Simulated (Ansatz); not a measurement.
Mulliken charges of AlBrCl (`[Cl][Al][Br]`) radical from ωB97M-V/def2-TZVPP in Ansatz (PBE0-D4/def2-TZVP geometry).

| atom | x (Å) | y (Å) | z (Å) | charge (e) |
| --- | --- | --- | --- | --- |
| Cl1 | 0.440 | 1.761 | 0.424 | -0.193 |
| Al2 | -0.648 | 0.131 | -0.338 | 0.376 |
| Br3 | 0.197 | -1.957 | -0.099 | -0.183 |

**Question.** By hand: the dipole of these point charges (1 e Å = 4.8032 D).

**Answer.** Σ q r = (-0.365, 0.068, -0.191) e Å, of length 0.418 e Å = 2.01 D.

**Question.** How does the dipole of the full density compare? (Best estimate.)

**Answer.** Ansatz gave: (-0.292, 0.053, -0.153) e Å, 1.60 D; the point charges give 1.26 times that, at 0° from its direction.

Point charges leave out the atoms' own dipoles, such as those of lone pairs, and Mulliken's split depends on the basis, so the two needn't agree.
